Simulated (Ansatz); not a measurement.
Cost and result up the ladder for HfCl4 (5 atoms). Charge 0, multiplicity 1. Geometry: PBE-D4/def2-SVP.

```xyz
5

Hf    0.000    0.000    0.000
Cl    0.452    0.781    2.156
Cl   -0.155   -2.332    0.033
Cl    1.724    0.646   -1.440
Cl   -2.020    0.905   -0.749
```

Ansatz on 2 threads of Arm Neoverse V2 on a shared host. Times are rough, and most runs start from the orbitals of an earlier one. ωB97M-V/def2-TZVP serves as the yardstick here, not as an exact answer. Differences are given only for rows in sets of like size (and for xTB, whose basis is part of the method), since another set adds its own error. Binding counts from free atoms at the same level (Hf triplet, Cl doublet; other spins of the atoms weren't run), without zero-point energy or a counterpoise term.

In the def2 sets Hf takes a core potential; there is no spin–orbit coupling. HSE06 is defined as in plane-wave codes, on full-range PBE exchange. Correlated methods freeze 20 core orbitals; core or outer-core shells of Hf are correlated, in sets that lack core-valence functions.

Correlated methods converge slowly with the basis.

```json
{"level": "LDA (SPW92)/def2-TZVP", "functions": "188", "wall time": "1.8 s", "binding energy per atom (eV)": "4.67", "difference from ωB97M-V/def2-TZVP (eV)": "0.51"}
{"level": "PBE-D4/def2-SVP", "functions": "104", "wall time": "2.1 s", "binding energy per atom (eV)": "4.29", "difference from ωB97M-V/def2-TZVP (eV)": "–"}
{"level": "PBE0-D4/def2-SVP", "functions": "104", "wall time": "2.9 s", "binding energy per atom (eV)": "4.17", "difference from ωB97M-V/def2-TZVP (eV)": "–"}
{"level": "BLYP-D4/def2-TZVP", "functions": "188", "wall time": "3.5 s", "binding energy per atom (eV)": "4.07", "difference from ωB97M-V/def2-TZVP (eV)": "-0.09"}
{"level": "HF/def2-TZVP", "functions": "188", "wall time": "3.6 s", "binding energy per atom (eV)": "3.29", "difference from ωB97M-V/def2-TZVP (eV)": "-0.87"}
{"level": "PBE-D4/def2-TZVP", "functions": "188", "wall time": "3.6 s", "binding energy per atom (eV)": "4.25", "difference from ωB97M-V/def2-TZVP (eV)": "0.09"}
{"level": "HSE06-D4/def2-TZVP", "functions": "188", "wall time": "5.5 s", "binding energy per atom (eV)": "4.17", "difference from ωB97M-V/def2-TZVP (eV)": "0.01"}
{"level": "PBE-D4/def2-TZVPD", "functions": "227", "wall time": "6 s", "binding energy per atom (eV)": "4.24", "difference from ωB97M-V/def2-TZVP (eV)": "0.08"}
{"level": "RPA@PBE/def2-TZVP", "functions": "188", "wall time": "8 s", "binding energy per atom (eV)": "3.75", "difference from ωB97M-V/def2-TZVP (eV)": "-0.41"}
{"level": "r2SCAN-D4/def2-TZVP", "functions": "188", "wall time": "9 s", "binding energy per atom (eV)": "4.26", "difference from ωB97M-V/def2-TZVP (eV)": "0.10"}
{"level": "r2SCAN-D4/def2-TZVPD", "functions": "227", "wall time": "13 s", "binding energy per atom (eV)": "4.26", "difference from ωB97M-V/def2-TZVP (eV)": "0.10"}
{"level": "ωB97X-V/def2-TZVP", "functions": "188", "wall time": "16 s", "binding energy per atom (eV)": "4.20", "difference from ωB97M-V/def2-TZVP (eV)": "0.04"}
{"level": "ωB97M-V/def2-TZVP", "functions": "188", "wall time": "18 s", "binding energy per atom (eV)": "4.16", "difference from ωB97M-V/def2-TZVP (eV)": "0.00"}
{"level": "CCSD(T)/def2-TZVP", "functions": "188", "wall time": "2.2 min", "binding energy per atom (eV)": "4.08", "difference from ωB97M-V/def2-TZVP (eV)": "-0.07"}
```
